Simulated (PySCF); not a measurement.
Bond stretch in SMILES BN. The N1–B4 bond (N1 also carries H, H; B4 carries H, H) is varied alone, starting from the PBE0/def2-TZVP optimised geometry.

Calculation: PySCF with CCSD(T) on UHF/cc-pVDZ, 2 core orbitals frozen.

Question: Relative to R = 1.38 Å, what are the energies at R = 1.31, 1.54, 1.62, 2.50 Å?

Answer: 4.6 kcal/mol at 1.31 Å, 7.6 kcal/mol at 1.54 Å, 16.7 kcal/mol at 1.62 Å, 133.9 kcal/mol at 2.50 Å.

The unrestricted determinant behind UCCSD(T) is spin-contaminated at 2.50 to 4.83 Å (<S²> up to 1.0, against 0.00 for a pure singlet).
